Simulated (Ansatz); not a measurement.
AsPH6, closed shell: a pair in one relaxed arrangement.

The input file, in.yaml:

```yaml
crystal:
  periodic: [false, false, false]
  atoms:
    - {symbol: P, position_ang: [0.374208, 0.030686, -1.765086]}
    - {symbol: H, position_ang: [0.752943, 0.068293, -3.134168]}
    - {symbol: H, position_ang: [-0.892674, 0.620154, -2.009341]}
    - {symbol: H, position_ang: [-0.131069, -1.292099, -1.851508]}
    - {symbol: As, position_ang: [-0.439778, -0.033364, 1.748286]}
    - {symbol: H, position_ang: [-0.740407, -0.054336, 3.242085]}
    - {symbol: H, position_ang: [0.912383, -0.698269, 1.946276]}
    - {symbol: H, position_ang: [0.164394, 1.358837, 1.823456]}
basis:
  gaussian: {orbitals: "def2-TZVPPD.json"}
hamiltonian: {xc: {name: BLYP}, dispersion: d4}
```

The basis file named in the input lies beside it (Basis Set Exchange, JSON).

Command:

```bash
ansatz run in.yaml --threads 4 --pin off --events-out ev --progress --plain --max-ram 9574MiB
```

What Ansatz 0.2.0 printed:

```
Functional definition: BLYP
  name "BLYP"
  cite "Becke, Phys. Rev. A 38, 3098 (1988) doi:10.1103/PhysRevA.38.3098"
  cite "Lee, Yang & Parr, Phys. Rev. B 37, 785 (1988) doi:10.1103/PhysRevB.37.785"
  parameter beta = 0.0042
  parameter a = 0.04918
  parameter b = 0.132
  parameter c = 0.2533
  parameter d = 0.349
  exchange = b88_x(beta = beta)
  correlation = lyp_c(a = a, b = b, c = c, d = d)
1077 factors; their error is unknown
mean field evaluation 1: about -70226.6566 eV, gradient 2.6e1 eV
mean field evaluation 2: about -70227.3393 eV, gradient 2.3e1 eV
mean field evaluation 4: about -70228.4541 eV, gradient 1.3e0 eV
mean field evaluation 8: about -70228.4317 eV, gradient 3.9e-1 eV
mean field evaluation 16: about -70228.4318 eV, gradient 5.2e-5 eV
mean field -70228.43183636 eV, -2580.8472674454 hartree, gradient 5.2e-5 eV, S^2 0.000000; 0 other end points of the search recorded, 0 dependent functions left out
reference -70228.43220182 eV, -2580.8472808758 hartree; 27, 27 occupied and 177, 177 virtual orbitals, 1077 factors
Total energy: -70228.67774155 eV, -2580.8563042944 hartree
```

Hardware: 4 CPU threads of an Arm Neoverse V1, shared host. Wall time about 1.6 s.
